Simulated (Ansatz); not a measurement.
Input and output for F3HMoO2 (`[O]=[Mo]([OH])([F])([F])[F]`).

```yaml
crystal:
  periodic: [false, false, false]
  atoms:
    - {symbol: O, position_ang: [-1.375220, -0.627631, 0.834929]}
    - {symbol: Mo, position_ang: [-0.273725, 0.170453, -0.086471]}
    - {symbol: O, position_ang: [1.386294, -0.601528, 0.156958]}
    - {symbol: F, position_ang: [-0.420930, -0.733976, -1.692914]}
    - {symbol: F, position_ang: [-1.066010, 1.543685, -1.033877]}
    - {symbol: F, position_ang: [0.232812, 1.536670, 1.052158]}
    - {symbol: H, position_ang: [1.577979, -1.355574, 0.723519]}
basis:
  gaussian: {orbitals: STO-3G}
hamiltonian: {xc: {name: wB97X-V}, pseudopotentials: {relativity: scalar}}
accuracy: high
```

```sh
$ ansatz run in.yaml --threads 4 --pin off --events-out ev --progress --plain --max-ram 10444MiB
```

It prints (some lines left out):

```
Functional definition: wB97X-V
1209 factors; integrals over basis functions are off by at most 4.0e-9 eV
245 factors; integrals over basis functions are off by at most 1.2e-9 eV
mean field evaluation 1: about -120636.9844 eV, gradient 7.0e1 eV
mean field evaluation 2: about -120591.6774 eV, gradient 1.7e2 eV
mean field evaluation 4: about -120651.6179 eV, gradient 6.3e0 eV
mean field evaluation 8: about -120651.6731 eV, gradient 2.6e-1 eV
mean field evaluation 16: about -120651.6735 eV, gradient 4.1e-5 eV
mean field -120651.67346546 eV, -4433.8672192140 hartree, gradient 1.7e-8 eV, S^2 0.000000; 0 other end points of the search recorded, 0 dependent functions left out
reference -120651.67346535 eV, -4433.8672192102 hartree; 43, 43 occupied and 10, 10 virtual orbitals, 1209 factors
Total energy: -120651.67346535 eV, -4433.8672192102 hartree
Relativity: scalar
```

Run time 21 s (4 threads of an Arm Neoverse V1 on a shared host); peak host memory 0.42 GiB.
